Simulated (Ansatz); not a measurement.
Born–Oppenheimer molecular dynamics of a periodic cell of 17 atoms, Al16In (surface Al(110), adsorbate In). It goes on from the last frame of an earlier run, with new velocities.

These are results of DFT PBE, scalar-relativistic, plane waves, PAW (Ansatz 0.2.0), not measurements. Settings: PAW set soft_1, cutoff 420 eV, k mesh 2x3x1, fermi-dirac smearing 0.15 eV, no spin polarisation.

* ensemble: NVT, Langevin thermostat
* time step: 2 fs
* steps asked: 170
* set temperature: 2400 K
* friction: 0.01 /fs
* atoms held: 1 to 4
* seed: 745193

First frame:

```xyz
17
Lattice="8.1000 0.0000 0.0000 0.0000 5.7276 0.0000 0.0000 0.0000 15.2957" Properties=species:S:1:pos:R:3
Al 2.025 1.432 1.000
Al 6.075 1.432 1.000
Al 2.025 4.296 1.000
Al 6.075 4.296 1.000
Al -0.057 0.035 2.214
Al 4.030 0.344 2.643
Al 0.131 3.377 3.032
Al 3.941 3.375 2.651
Al 1.877 1.739 3.983
Al 6.287 1.668 3.633
Al 2.134 4.268 4.115
Al 6.208 4.655 3.838
Al -0.191 0.263 5.301
Al 4.294 0.154 5.366
Al -0.462 2.984 5.745
Al 4.370 3.081 5.511
In 2.002 5.383 7.021
```

Q: What does the run give?

A: All steps were run.

```yaml
steps_done: 170
time_covered: 340 fs
mean_temperature_over_the_second_half: 2660 K
spread_of_the_potential_energy_over_the_second_half: 30.3 meV per atom
mean_potential_energy_of_the_second_half_above_the_start: 271.7 meV per atom
```

The mean temperature of the second half is 11 % above the set value. A run of 0.34 ps of so small a system gives no equilibrium averages. Limits of this set-up: coarse k mesh, thin slab, slab without dipole correction.

Q: What happens to the structure?

A: Mean squared displacements from the first frame to the last: Al 3.09 Å², In 2.49 Å². This is one draw of velocities; another would differ in detail.

Q: How do temperature and energy run in time?

A: 
```json
{"time (fs)": "0.0", "T (K)": "2400", "potential energy less start (eV)": "0.000"}
{"time (fs)": "16.0", "T (K)": "2044", "potential energy less start (eV)": "0.670"}
{"time (fs)": "32.0", "T (K)": "1566", "potential energy less start (eV)": "1.763"}
{"time (fs)": "48.0", "T (K)": "2421", "potential energy less start (eV)": "1.373"}
{"time (fs)": "64.0", "T (K)": "2861", "potential energy less start (eV)": "1.383"}
{"time (fs)": "80.0", "T (K)": "2733", "potential energy less start (eV)": "2.464"}
{"time (fs)": "96.0", "T (K)": "2532", "potential energy less start (eV)": "2.631"}
{"time (fs)": "112.0", "T (K)": "3252", "potential energy less start (eV)": "2.588"}
{"time (fs)": "128.0", "T (K)": "2065", "potential energy less start (eV)": "4.416"}
{"time (fs)": "144.0", "T (K)": "2057", "potential energy less start (eV)": "3.778"}
{"time (fs)": "160.0", "T (K)": "2276", "potential energy less start (eV)": "3.486"}
{"time (fs)": "176.0", "T (K)": "2763", "potential energy less start (eV)": "3.655"}
{"time (fs)": "192.0", "T (K)": "3117", "potential energy less start (eV)": "4.545"}
{"time (fs)": "208.0", "T (K)": "2698", "potential energy less start (eV)": "4.464"}
{"time (fs)": "224.0", "T (K)": "2448", "potential energy less start (eV)": "4.718"}
{"time (fs)": "240.0", "T (K)": "2959", "potential energy less start (eV)": "4.294"}
{"time (fs)": "256.0", "T (K)": "2473", "potential energy less start (eV)": "4.555"}
{"time (fs)": "272.0", "T (K)": "2517", "potential energy less start (eV)": "4.722"}
{"time (fs)": "288.0", "T (K)": "2663", "potential energy less start (eV)": "4.843"}
{"time (fs)": "304.0", "T (K)": "3084", "potential energy less start (eV)": "4.316"}
{"time (fs)": "320.0", "T (K)": "2264", "potential energy less start (eV)": "4.892"}
{"time (fs)": "336.0", "T (K)": "1872", "potential energy less start (eV)": "6.087"}
```

The run took 27 min on 1 thread of Arm Neoverse V1, on a shared host, peak memory 0.82 GiB.
